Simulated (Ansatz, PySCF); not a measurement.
Potential energy curve for ClMg (cation, charge +1), lowest triplet found (which spin is the ground state isn't settled by this scan).

Methods: UCCSDT(Q) = CCSDT(Q) on UHF/cc-pVDZ, frozen core run with Ansatz (a first-principles code); UKS-M06-2X/6-31G* = unrestricted M06-2X/6-31G*, spherical d in PySCF; FCI = full CI/cc-pVDZ, frozen core (Ansatz).

Energies are in kJ/mol, each relative to the lowest point of its own curve between 2.21 and 3.27 Å, where full CI is lowest.

```tsv
R / Å	UCCSDT(Q)	UKS-M06-2X/6-31G*	FCI
1.76	433.2	409.9	433.2
1.89	253.5	237.2	253.4
2.02	143.4	132.8	143.4
2.12	89.4	82.2	89.4
2.21	56.3	51.4	56.3
2.31	31.7	28.7	31.7
2.38	20.1	18.0	20.1
2.45	11.9	10.5	11.9
2.51	7.0	6.1	7.0
2.63	1.5	1.2	1.5
2.74	0.0	0.0	0.0
2.88	1.0	1.2	1.0
3.04	4.2	4.6	4.2
3.27	10.1	11.1	10.1
3.57	17.3	19.9	17.3
3.91	23.3	28.7	23.3
4.30	27.8	36.1	27.8
4.78	31.3	41.9	31.3
5.31	33.7	43.8	33.7
6.08	35.7	45.3	35.7
7.04	36.8	46.2	36.8
8.34	37.4	46.8	37.4
```
